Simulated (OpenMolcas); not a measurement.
Co3+ (d6) on a cation site of an ionic host was computed by CASSCF with the d shell active (OpenMolcas, ANO-RCC-VTZP on the metal). Its lowest spin-free states, and all those of the highest spin:

```json
{"2S+1": "5", "Degeneracy": "3", "E (cm-1)": "0.0"}
{"2S+1": "5", "Degeneracy": "2", "E (cm-1)": "6170"}
{"2S+1": "3", "Degeneracy": "3", "E (cm-1)": "17149"}
{"2S+1": "3", "Degeneracy": "3", "E (cm-1)": "19696"}
{"2S+1": "3", "Degeneracy": "3", "E (cm-1)": "21117"}
{"2S+1": "3", "Degeneracy": "3", "E (cm-1)": "23680"}
{"2S+1": "3", "Degeneracy": "2", "E (cm-1)": "26468"}
{"2S+1": "3", "Degeneracy": "3", "E (cm-1)": "26625"}
{"2S+1": "1", "Degeneracy": "1", "E (cm-1)": "27456"}
{"2S+1": "1", "Degeneracy": "3", "E (cm-1)": "27655"}
{"2S+1": "3", "Degeneracy": "2", "E (cm-1)": "30360"}
{"2S+1": "3", "Degeneracy": "3", "E (cm-1)": "30691"}
```

Is the site octahedral, tetrahedral or cube-like, axial, or of lower symmetry?

The states with 2S+1 = 5 have orbital degeneracies 3, 2. Threefold states need a cubic site. For d6 at this spin an octahedron puts the threefold T2 below the twofold E and a tetrahedron or cube puts the twofold E below the threefold T2, so the site is octahedral. The first gap at this spin, 6170 cm-1, is |10Dq| in ligand-field theory. The run had Co3+ with its 6 nearest bromide ions at 2.606 Å, on the Y site of Cs2NaYBr6 (a = 11.3047 Å, distance in the model lattice 2.765 Å). The rest of the host is ab initio model potentials to 7.6 Å, with orthogonalisation functions on the cations behind the ligands, and point charges beyond; the distance is set by hand and nothing relaxes. Ligand basis ANO-RCC-VDZP.

An orbital triplet at a regular site is open to Jahn-Teller coupling, which can distort the site and quench the lowest spin-orbit gaps and is left out. Without dynamic correlation the repulsion within the d shell is too large (B by tens of per cent), so at a given field states of lower spin stand too high. CASSCF with metal d orbitals alone favours high spin, so a ground state of lower spin is not ruled out. Ligand-to-metal charge-transfer states are missing. This ion would oxidise such ligands; the complex is a model and need not exist. With no ligand orbital active B as a rule stays too high, so bands that hang on it stand too high and its fall with covalency is understated. With metal d orbitals alone and no dynamic correlation the field as a rule comes out too small, by tens of per cent, by up to half for chloride and softer ligands, and with too little covalency χT stands high. No measured value stands beside these numbers; the geometry was set by hand and not optimised.
